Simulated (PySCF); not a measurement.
SMILES O=C[SiH2][SiH2][SiH3] (CH8OSi3), singlet (GFN2-xTB optimised geometry):

```
13

O      2.166    -0.492    -0.329
C      1.543    -1.475     0.000
Si    -0.375    -1.475     0.000
Si    -0.732     0.813     0.000
Si     0.666     1.840    -1.544
H      2.106    -2.379     0.311
H     -0.709    -2.187    -1.241
H     -0.750    -2.408     1.069
H     -2.166     1.070    -0.225
H     -0.519     1.302     1.375
H      1.035     0.904    -2.608
H      1.870     2.408    -0.947
H     -0.032     2.951    -2.211
```

Calculation: PySCF 2.14.0 with PBE0/def2-TZVP.

Task: What are the frontier orbital energies and the dipole moment?

Result: HOMO-2 -8.92 eV, HOMO-1 -8.44 eV, HOMO -7.12 eV, LUMO -1.72 eV, LUMO+1 -0.67 eV; dipole moment 1.88 D.

Meta-Löwdin charges at PBE0/def2-TZVP: O1 -0.37, C2 0.08, Si3 0.31, Si4 0.11, Si5 0.26, H6 0.08, H7 -0.06, H8 -0.07, H9 -0.06, H10 -0.06, H11 -0.07, H12 -0.06, H13 -0.09.
